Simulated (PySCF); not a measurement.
**[Zn(Cl)(F)] (charge 0, multiplicity 1)**

Level of theory: TPSSh-D3(BJ)/def2-TZVP // TPSS-D3(BJ)/def2-SVP (PySCF).

```
Quantity                                                           Value
----------------------------------------  ------------------------------
HOMO                                                            -8.61 eV
dipole moment                                                     0.54 D
HOMO–LUMO gap                                                    6.34 eV
LUMO                                                            -2.27 eV
charge on the central atom (Mulliken)                             0.78 e
charge on the central atom (meta-Löwdin)                          1.32 e
total energy                                               -2339.5849 Ha
cost                                      around 50 core-seconds (rough)
```

Bond lengths (Å): Zn1–Cl2 2.098, Zn1–F3 1.742. Bond angles (°): Cl2–Zn1–F3 179.8.
